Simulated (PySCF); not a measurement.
A structure optimised at B3LYP-D3(BJ)/def2-SVP, used in a PySCF frequency run:

```xyz
10

Bi     0.4175    -0.6361     0.0000
Br    -2.0822     0.3256     0.0000
Si     1.1016     1.1611    -1.8932
H      0.6711     2.5228    -1.4735
H      2.5835     1.1392    -2.0892
H      0.4347     0.7816    -3.1708
Si     1.1016     1.1611     1.8932
H      0.6711     2.5228     1.4735
H      0.4347     0.7816     3.1708
H      2.5835     1.1392     2.0892
```

### Question
Write its SMILES, formula and point group.

### Answer
[SiH3][Bi]([SiH3])[Br], BiBrH6Si2, Cs

### Question
What are its rotational constants (standard atomic weights)?

### Answer
1.2199, 0.78006, 0.71874 GHz
